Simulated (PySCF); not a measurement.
Unknown compound

An unknown has the formula C$_{4}$H$_{10}$O$_{3}$Si$_{2}$. Its calculated NMR data are:

¹H NMR (400 MHz, computed): δ 12.29 (s, 1H), 6.64 (m, 1H), 6.53 (m, 1H), 6.28 (m, 1H), 5.18 (m, 1H), 5.16 (m, 1H), 3.71 (s, 3H), 1.94 (br s, 1H).

¹³C{¹H} NMR (computed): δ 250.4 (CH), 143.9 (CH2), 140.7 (CH), 56.3 (CH3).

How the numbers were obtained: NMR shieldings at PBE0/pcSseg-1/GIAO, GFN2-xTB structure, in PySCF 2.14.0 with density-fitted response routines (gas phase, one computed conformer, no relativistic terms, fast rotation and ring inversion assumed for equivalent nuclei).

References, each an isolated molecule treated in the same way: TMS for ¹H (σref 31.72), ¹³C (σref 186.93).

**Question.** Which candidate is it?
A. C=C[Si@@](O)(C=O)[SiH2]OC
B. C=CO[SiH2]CC(=O)O[SiH3]
C. C#C[SiH2]O[SiH](OC)OC
D. CO[C@H](O[SiH3])[SiH2]C=C=O

**Answer.** A. 

1. The formula gives 2 degrees of unsaturation (no ring in the answer).
2. 4 carbon signals for 4 carbons: no two carbons are equivalent.
3. Carbon types of the structure: 2 × CH, 1 × CH2, 1 × CH3, leaving 3 H on heteroatoms.
4. δC 250.4: carbonyl carbon.
5. δC 143.9: terminal =CH2 carbon; as expected for a trigonal carbon in a double bond.
6. δC 140.7: alkene CH; an sp2 carbon of a C=C bond.
7. δC 56.3: methyl carbon bonded to O; pulled downfield by the heteroatom.
8. δH 12.29: hydrogen on a carbonyl carbon.

The others: CO[C@H](O[SiH3])[SiH2]C=C=O would give 6 signals for carbon-bound and other non-exchanging H, not 7; C=CO[SiH2]CC(=O)O[SiH3] would give 6 signals for carbon-bound and other non-exchanging H, not 7; C#C[SiH2]O[SiH](OC)OC would give 3 carbon signals, not 4.

OH/NH shifts are gas-phase values; hydrogen bonding in solution moves them, usually downfield. Shifts are as computed. Against solution values, carbons near 30 ppm lie about +3 ppm off and those near 130 ppm about +5 ppm. Of 1309 compounds with measured shifts, 239 miss one by over three times the rms of a fit or turn the order of signals round; such compounds aren't used in these exercises. Multiplicities follow the n + 1 count of equivalent neighbours, as no J values were calculated; m marks all less simple cases, F and P coupling included.
